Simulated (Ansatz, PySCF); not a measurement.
Gas-phase reaction (SMILES): BrB(Br)Br [tribromoborane] + [H][H] (H2) → BrBBr [dibromoborane] + Br (HBr); hydrogen cleaves one B-Br bond, a model of a ligand-exchange step.

Each molecule is optimised on its own at B3LYP-D3(BJ)/def2-TZVP (Ansatz, a program for electronic structure). Correlated levels leave the core frozen unless marked. Spin-orbit coupling is left out. The frozen core is the preceding noble-gas configuration, with the filled d and f shells of earlier blocks. Non-relativistic. CBS marks a two-point X^-3 extrapolation of the correlation energy; Hartree-Fock from the larger set. Thermal terms are rigid-rotor harmonic-oscillator values from B3LYP-D3(BJ) frequencies (Ansatz or PySCF) at 298.15 K and 1 atm. 1 Eh = 627.5095 kcal/mol.

| species | E, CCSD(T)/CBS(aug-cc-pVTZ,aug-cc-pVQZ) (Ansatz) (Eh) | E, wB97M-V/def2-TZVPD (Ansatz) (Eh) | H - E (Eh) | G - E (Eh) |
|---|---|---|---|---|
| BrB(Br)Br | -7742.94146 | -7746.99352 | 0.01187 | -0.02500 |
| [H][H] (H2) | -1.17444 | -1.16077 | 0.01336 | -0.00144 |
| BrBBr | -5170.81651 | -5173.52908 | 0.01851 | -0.01457 |
| Br (HBr) | -2573.28283 | -2574.60901 | 0.00927 | -0.01328 |

**Question.** Work out ΔE and ΔH, ΔG, ΔS and the equilibrium constant at 298.15 K at the first level, then ΔH at the second.

**Answer.** 
1. ΔE = [(-5170.81651) + (-2573.28283)] - [(-7742.94146) + (-1.17444)] = 0.01656 Eh = 10.4 kcal/mol at CCSD(T)/CBS(aug-cc-pVTZ,aug-cc-pVQZ).
2. The terms H - E add up to 0.00255 Eh, so ΔH = (0.01656 + (0.00255))×627.5095 = 12.0 kcal/mol.
3. The terms G - E add up to -0.00141 Eh, so ΔG = 9.5 kcal/mol, and ΔS = (0.00255 - (-0.00141))×627509.5/298.15 = 8.3 cal/(mol K).
4. log10 K = -ΔG/(RT ln 10) = -7.0, with RT ln 10 = 1.3642 kcal/mol.
5. At wB97M-V/def2-TZVPD the same steps give ΔE = 10.2 and ΔH = 11.8 kcal/mol, a shift of -0.2 from the first level.
6. These values are not checked against measurement here, since the tables used lack a sound gas-phase enthalpy of formation for at least one species.
